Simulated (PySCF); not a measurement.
Compound: phenylhydrazine, C₆H₈N₂.
SMILES with atom numbers: `[NH2:1][NH:2][c:3]1[cH:4][cH:5][cH:6][cH:7][cH:8]1` (hydrogens: H9, H10 on N1; H11 on N2; H12 on C4; H13 on C5; H14 on C6; H15 on C7; H16 on C8)

All values: wB97X-D/def2-SVPD (PySCF, non-relativistic), on one gas-phase PBE0-D3(BJ)/def2-SVP geometry that isn't relaxed in the solvent. The solvent is an IEF-PCM continuum (cavity from Bondi-type radii × 1.2), and excitations are vertical TDDFT with non-equilibrium linear response and a frozen core. The model holds no explicit solvent molecules, cavitation or dispersion.

Gas-phase singlets (H = HOMO, L = LUMO):

```tsv
state	E (eV)	λ (nm)	f	leading configurations
S1	4.805	258	0.047	H→L 88%, H-1→L+1 10%
S2	5.626	220	0.181	H→L+1 84%, H-1→L 13%
S3	5.986	207	0.005	H→L+2 85%
S4	6.403	194	0.006	H→L+3 77%
S5	6.793	183	0.371	H-1→L 41%, H-1→L+1 25%, H→L+4 12%
```

Problem. What are the lowest 5 singlets in chloroform (ε = 4.711)?

Solution. 
```csv
state,E (eV),λ (nm),f,leading configurations,change by rank (eV)
S1,4.745,261,0.071,H→L 91%,-0.060
S2,5.512,225,0.291,H→L+1 89%,-0.114
S3,6.032,206,0.005,H→L+2 86%,+0.046
S4,6.629,187,0.621,H-1→L 77%,+0.226
S5,6.669,186,0.063,"H→L+3 54%, H→L+4 20%",-0.124
```

Problem. The ground-state energy changes by -0.219 eV from gas to chloroform. By how much does the total energy of gas-phase S1 change?

Solution. E(S1) = E(S0) + excitation energy, so it changes by -0.219 − 0.060 = -0.279 eV: it is lowered more than the ground state, which is what a red shift means. This is the vertical state, with the slow part of the continuum still set for S0.

Problem. How do the frontier levels move from gas to chloroform?

Solution. 
```json
{"orbital": "LUMO+2", "gas (eV)": "2.44", "solvent (eV)": "2.58", "change (eV)": "+0.14"}
{"orbital": "LUMO+1", "gas (eV)": "2.00", "solvent (eV)": "1.98", "change (eV)": "-0.02"}
{"orbital": "LUMO", "gas (eV)": "1.52", "solvent (eV)": "1.51", "change (eV)": "-0.01"}
{"orbital": "HOMO", "gas (eV)": "-7.60", "solvent (eV)": "-7.58", "change (eV)": "+0.02"}
{"orbital": "HOMO-1", "gas (eV)": "-9.04", "solvent (eV)": "-9.08", "change (eV)": "-0.04"}
{"orbital": "HOMO-2", "gas (eV)": "-9.86", "solvent (eV)": "-9.79", "change (eV)": "+0.07"}
{"orbital": "HOMO-3", "gas (eV)": "-10.70", "solvent (eV)": "-10.69", "change (eV)": "+0.01"}
```

The HOMO–LUMO gap goes from 9.12 to 9.08 eV. Rows go by rank; for LUMO+2 the atom shares or the degeneracy differ between the runs, so the row needn't follow one orbital.

The values belong to the conformer `[NH2:1][NH:2][c:3]1[cH:4][cH:5][cH:6][cH:7][cH:8]1`: N1–N2–C3–C4 -12°, H–N1–N2–C3 73°, H–N1–N2–C3 -48°.

Note: wB97X-D ran without an empirical dispersion term, which enters the total energy and its gradient alone.
